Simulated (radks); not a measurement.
Eu, 63 electrons, occupied as [Xe] 4f7 6s2 (the NIST ground configuration). Method: Dirac Kohn-Sham, PBE, spin-unpolarised, spherical densities, finite nucleus; open shells fill j = l - 1/2 first; Fermi nuclear charge, rms radius 5.1115 fm; computed with a radial shooting solver on a logarithmic mesh with Libxc functionals.

Normalised radial functions P(r) = r R(r) (large component), r in bohr:

```
   r/bohr * 4d5/2, o 4f5/2 (the largest magnitude, 1.36, reaches the edge; | marks zero, & curves that meet)
0.0007958                             &
 0.001087                             &
 0.001485                             &
 0.002013                             &
  0.00275                             &
 0.003757                             &
 0.005132                             &
 0.007011                             &
 0.009502                             &
  0.01298                             &
  0.01774                             &
  0.02423                             o*
   0.0331                             o *
  0.04486                             o  *
  0.06129                             o     *
  0.08372                             |o        *
   0.1144                             | o           *
    0.155                             |   o          *
   0.2118                             |       o *
   0.2893                          *  |            o
   0.3953           *                 |                 o
     0.54  *                          |                   o
   0.7318     *                       |                   o
   0.9998               *             |               o
    1.366                        *    |          o
    1.866                            *|      o
    2.549                             *   o
    3.455                             * o
     4.72                             *o
    6.448                             &
    8.809                             &
    12.03                             &
```

4d5/2: eigenvalue -132.25 eV, 1 radial node at r = 0.275 bohr, <r> = 0.659 bohr, 90 % of the charge inside 0.991 bohr. 4f5/2: eigenvalue -2.876 eV, 0 radial nodes, <r> = 0.972 bohr, 90 % of the charge inside 1.71 bohr.
